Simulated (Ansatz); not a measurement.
Ca10O12H4, a hydroxylated oxide cluster. The state is a singlet with charge 0. Geometry PBE-D4/def2-SVP, basis def2-TZVP, Ansatz.

```xyz
26

Ca    0.301    0.384    0.983
Ca    0.425   -2.904    2.394
Ca    1.801   -2.545   -0.451
Ca   -1.107   -1.443   -1.675
Ca   -2.407   -1.934    1.194
Ca    2.969   -1.002    2.043
Ca   -1.110   -0.443    3.702
Ca   -2.676    0.961   -0.205
Ca    1.686    0.450   -1.924
Ca   -0.287    2.906   -1.330
O     1.492    2.556   -2.695
O     1.144   -1.718   -2.631
O    -0.465    0.682   -1.217
O    -2.497    3.072   -1.123
O     2.332   -0.402   -0.003
O     0.588    2.657    0.684
O    -3.020   -1.094   -0.784
O    -0.314   -2.337    0.246
O    -1.876    0.234    1.757
O     2.499   -3.005    1.550
O     0.973   -0.688    2.926
O    -1.572   -2.439    3.203
H     2.060    3.146   -3.215
H     1.316   -2.105   -3.507
H    -3.190    3.735   -1.269
H     0.935    3.276    1.346
```

| run | HOMO (eV) | LUMO (eV) |
| --- | --- | --- |
| A | -4.08 | -1.46 |
| B | -3.89 | -0.86 |
| C | -3.79 | -1.36 |
| D | -4.97 | -0.79 |
| E | -3.66 | -1.31 |

Single mean-field runs in def2-TZVP are fitted with def2-universal-jkfit.

Task: The runs used LDA (SPW92), PBE, PBE0, r2SCAN, revPBE. Estimate which is which.

Result: A LDA (SPW92) (0 % exact exchange); B r2SCAN (0 % exact exchange); C PBE (0 % exact exchange); D PBE0 (25 % exact exchange); E revPBE (0 % exact exchange). Exact exchange lowers occupied and raises empty levels; among semilocal functionals meta-GGAs tend to open the gap a little, and such runs are hard to tell apart. The gap grows from 2.35 eV (revPBE) to 4.18 eV (PBE0).
